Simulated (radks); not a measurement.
Problem. Method: non-relativistic Kohn-Sham, LDA (Slater exchange, VWN5 correlation), spin-unpolarised, spherical densities, point nucleus; computed with a radial shooting solver on a logarithmic mesh with Libxc functionals. Response by self-consistent Sternheimer equations with the Hartree and adiabatic LDA kernel. For heavy and open-shell atoms this level of theory can miss by tens of per cent. Rank Co, I, Be, Ti2+, Mo+, Mg2+, V+, Ga, Cu (NIST ground configurations) by static dipole polarisability, largest first.

Solution. Ga 62.71, Co 50.58, Be 43.80, Cu 41.61, I 34.24, Mo+ 22.79, V+ 20.19, Ti2+ 5.327, Mg2+ 0.5135 bohr^3.
